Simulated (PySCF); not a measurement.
**CsP: energy against distance**

Set-up: Cs def2-TZVPP with ECP46, P def2-TZVPP; scalar-relativistic core potentials (PySCF 2.14). Energies in eV from Cs + P in their ground configurations at the same level. State: ³Σ⁻ (triplet), unpaired electrons π ↑↑.

All columns are PBE0. A positive dipole means Cs(−)P(+).

```json
{"R (Å)": "2.830", "E (eV)": "-0.966", "μ (D)": "-8.03", "Mulliken charge on Cs (basis-dependent)": "0.66", "HOMO (eV)": "-3.56", "LUMO (eV)": "-1.43", "Mayer bond order": "0.62", "⟨S²⟩": "2.01"}
{"R (Å)": "2.962", "E (eV)": "-1.204", "μ (D)": "-8.65", "Mulliken charge on Cs (basis-dependent)": "0.65", "HOMO (eV)": "-3.56", "LUMO (eV)": "-1.28", "Mayer bond order": "0.63", "⟨S²⟩": "2.01"}
{"R (Å)": "3.094", "E (eV)": "-1.331", "μ (D)": "-9.21", "Mulliken charge on Cs (basis-dependent)": "0.64", "HOMO (eV)": "-3.53", "LUMO (eV)": "-1.15", "Mayer bond order": "0.64", "⟨S²⟩": "2.01"}
{"R (Å)": "3.192", "E (eV)": "-1.375", "μ (D)": "-9.59", "Mulliken charge on Cs (basis-dependent)": "0.63", "HOMO (eV)": "-3.50", "LUMO (eV)": "-1.17", "Mayer bond order": "0.65", "⟨S²⟩": "2.01"}
{"R (Å)": "3.291", "E (eV)": "-1.385", "μ (D)": "-9.94", "Mulliken charge on Cs (basis-dependent)": "0.62", "HOMO (eV)": "-3.47", "LUMO (eV)": "-1.22", "Mayer bond order": "0.67", "⟨S²⟩": "2.01"}
{"R (Å)": "3.390", "E (eV)": "-1.371", "μ (D)": "-10.27", "Mulliken charge on Cs (basis-dependent)": "0.61", "HOMO (eV)": "-3.43", "LUMO (eV)": "-1.27", "Mayer bond order": "0.68", "⟨S²⟩": "2.02"}
{"R (Å)": "3.521", "E (eV)": "-1.325", "μ (D)": "-10.65", "Mulliken charge on Cs (basis-dependent)": "0.60", "HOMO (eV)": "-3.37", "LUMO (eV)": "-1.34", "Mayer bond order": "0.69", "⟨S²⟩": "2.02"}
{"R (Å)": "3.686", "E (eV)": "-1.239", "μ (D)": "-11.04", "Mulliken charge on Cs (basis-dependent)": "0.58", "HOMO (eV)": "-3.30", "LUMO (eV)": "-1.42", "Mayer bond order": "0.71", "⟨S²⟩": "2.03"}
{"R (Å)": "3.883", "E (eV)": "-1.114", "μ (D)": "-11.35", "Mulliken charge on Cs (basis-dependent)": "0.55", "HOMO (eV)": "-3.21", "LUMO (eV)": "-1.50", "Mayer bond order": "0.72", "⟨S²⟩": "2.06"}
{"R (Å)": "4.147", "E (eV)": "-0.938", "μ (D)": "-11.39", "Mulliken charge on Cs (basis-dependent)": "0.52", "HOMO (eV)": "-3.12", "LUMO (eV)": "-1.60", "Mayer bond order": "0.71", "⟨S²⟩": "2.13"}
```

A fit through these points gives, at Re = 3.279 Å, μ = -9.90 D and dμ/dR = -3.47 D/Å; the reduced mass is 25.12 u.

Task: How strong is the fundamental in the double-harmonic approximation, I = 42.26·(dμ/dR)²/μred km/mol?

Result: I = 42.26·(-3.47)²/25.12 = 20.3 km/mol at PBE0.

⟨S²⟩ of the unrestricted solution departs from its pure value on part of the curve, where spin states mix. Spin–orbit coupling is left out, which matters for elements this heavy, above all for dissociation energies. The state is the lowest determinant that a PBE0 search found; another state may lie lower at other levels.
